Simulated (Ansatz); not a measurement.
CH3FN2Si (`N[SiH]1N=C1F`) at its PBE0-D4/def2-TZVP geometry, where that method's forces vanish. Total charge 0; spin multiplicity 1.

```xyz
8

N     0.1383    0.8849    1.1951
Si   -0.0355   -0.4710    0.2140
N    -1.1629   -0.4926   -1.1547
C     0.0463   -0.4759   -1.5475
F     0.4632   -0.4213   -2.8007
H     0.0602    1.8327    0.8683
H     0.3241    0.8140    2.1805
H     0.1663   -1.6709    1.0451
```

(1) What forces (eV/Å) does B3LYP-D4/def2-TZVPP give on these atoms in Ansatz 0.2.0? (Estimate.)

Results:

(1) Ansatz gave: 
```
N1   0.011  0.058  0.047
Si2  0.032 -0.187  0.162
N3  -0.099  0.000 -0.040
C4  -0.090 -0.021  0.288
F5   0.149  0.021 -0.439
H6   0.003  0.019  0.021
H7   0.003  0.030  0.014
H8  -0.010  0.080 -0.053
```

B3LYP here is the variant with VWN-RPA as its local correlation; programs differ in this.
